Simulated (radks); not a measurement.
The numbers below are computed, except where a source is named.
Problem. Kr VI, 31 electrons, occupied as [Ar] 3d10 4s2 4p1. Level of theory: scalar-relativistic Kohn-Sham, PBE, spin-polarised, spherical densities, point nucleus; open shells are filled with parallel spins first (a radial shooting solver on a logarithmic mesh with Libxc functionals). Some entries of the table are withheld. Estimate them.

| orbital | occ. | eigenvalue (eV) | <1/r> (bohr^-1) | <r^2> (bohr^2) |
|---|---|---|---|---|
| 1s up | 1 | -14235.26 | 36.76 | 0.002318 |
| 1s down | 1 | -14235.15 | 36.76 | 0.002318 |
| 2s up | 1 | -1939.642 | 8.165 | 0.03970 |
| 2s down | 1 | -1939.582 | 8.165 | 0.03970 |
| 2p up | 3 | -1723.839 | 7.986 | 0.03135 |
| 2p down | 3 | -1723.734 | 7.985 | 0.03135 |
| 3s up | 1 | -337.9975 | 2.704 | 0.3221 |
| 3s down | 1 | -337.8407 | 2.704 | 0.3219 |
| 3p up | 3 | (1) | 2.552 | 0.3399 |
| 3p down | 3 | (2) | 2.553 | 0.3394 |
| 3d up | 5 | -155.2313 | (3) | 0.3717 |
| 3d down | 5 | -155.0062 | (4) | 0.3697 |
| 4s up | 1 | -88.0897 | 0.9599 | 2.193 |
| 4s down | 1 | -86.4665 | 0.9629 | 2.191 |
| 4p up | 1 | -70.9403 | (5) | 2.686 |
| 4p down | 0 | -69.2961 | (6) | 2.701 |

Solution. 
(1) 3p up eigenvalue (eV): -269.1852
(2) 3p down eigenvalue (eV): -269.0048
(3) 3d up <1/r> (bohr^-1): 2.285
(4) 3d down <1/r> (bohr^-1): 2.287
(5) 4p up <1/r> (bohr^-1): 0.8589
(6) 4p down <1/r> (bohr^-1): 0.8587
